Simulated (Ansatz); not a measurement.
Stepwise reaction of `[CH3][Al]([NH2])[NH2]` with hydrogen chloride, as a gas-phase model of exchange steps in deposition or etching. ΔE in kJ/mol.

Program: Ansatz. Geometries: PBE0-D4/def2-TZVP. ΔE: electronic, gas phase. CBS: MP2 limit from def2 TZ/QZ plus the TZ coupled-cluster correction, frozen cores. This one scheme is used for every species. Functionals use def2-TZVPP. B3LYP here is the variant with VWN-RPA as its local correlation; programs differ in this. Each species was taken in one conformer, which may not be the lowest.

```tsv
step	reaction	PBE-D4	B3LYP-D4	ωB97M-V	CCSD(T)/CBS
1	`[CH3][Al]([NH2])[NH2]` + HCl → `[CH3][Al]([NH2])[Cl]` + NH₃	-88.1	-86.5	-88.2	-87.1
2	`[CH3][Al]([NH2])[Cl]` + HCl → `[CH3][Al]([Cl])[Cl]` + NH₃	-69.7	-67.8	-69.5	-69.7
```

**Question.** By hand: ΔE of the 2 steps together at CCSD(T)/CBS.

**Answer.** (-87.1) + (-69.7) = -156.8 kJ/mol, or -78.4 kJ/mol a step.

In ΔE each step is higher than the one before. All are downhill at CCSD(T)/CBS. PBE-D4 differs from CCSD(T)/CBS by -1.0 to 0.0 kJ/mol a step. Isolated molecules leave out the surface, adducts and barriers. Largest T1 diagnostic: 0.010.
